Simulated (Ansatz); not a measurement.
`C[O][Mg][Br]` + `[CH3][Ge][F]` → `[CH3][Mg][Br]` + `C[O][Ge][F]` at 600 K and 1 bar (redistribution).

Computed with Ansatz on PBE0-D4/def2-TZVP structures; ΔE is electronic, products minus reactants. CCSD(T)/CBS is the MP2 limit (def2-TZVPP, def2-QZVPP) plus CCSD(T) − MP2 in def2-TZVPP, frozen cores. For Br, Ge, Mg outer-core shells are correlated without core-valence functions, which leaves a few kJ/mol of doubt a bond. Scalar relativity is left out up to krypton. One conformer a species, not always the lowest.

```csv
species,CCSD(T)/CBS energy (Eh),H − E (kJ/mol),S (J/(mol·K))
`C[O][Mg][Br]`,-2888.35255,158.1,397.9
`[CH3][Ge][F]`,-2215.78112,135.6,354.9
`[CH3][Mg][Br]`,-2813.14753,134.3,358.1
`C[O][Ge][F]`,-2290.98541,159.4,383.1
```

H − E and S are ideal-gas, rigid-rotor, harmonic terms from PBE0-D4/def2-TZVP, for one conformer and one mirror image of each species. 1 Eh = 2625.50 kJ/mol, R = 8.31446 J/(mol·K).

Task: By hand: ΔE, ΔH, ΔS and ΔG.

Result: ΔE = (-2813.14753) + (-2290.98541) − (-2888.35255) − (-2215.78112) = 0.00073 Eh = 1.9 kJ/mol. Δ(H − E) = 134.3 + 159.4 − 158.1 − 135.6 = 0.0, so ΔH = 1.9 kJ/mol. ΔS = 358.1 + 383.1 − 397.9 − 354.9 = -11.6 J/(mol·K). ΔG = 1.9 − 600 × (-11.6)/1000 = 8.9 kJ/mol.

Task: By hand: the equilibrium constant, and the temperature at which ΔG would vanish if ΔH and ΔS stayed fixed.

Result: log₁₀ K = −ΔG/(RT ln 10) = -0.8. ΔH and −TΔS have one sign here, so there is no such temperature.

TΔS isn't small against ΔH here. A doubt of 5 kJ/mol in ΔE shifts log₁₀ K by 0.4 here. Other conformers and mirror images would add mixing entropy, several J/(mol·K) or more a flexible species. These are equilibria of isolated gas molecules and say nothing of rates. Largest T1 diagnostic: 0.015 (customary marks: 0.02 for closed shells, 0.045 for open ones).

ΔS is within the doubt of such terms, so its sign, and with it that verdict, could turn.
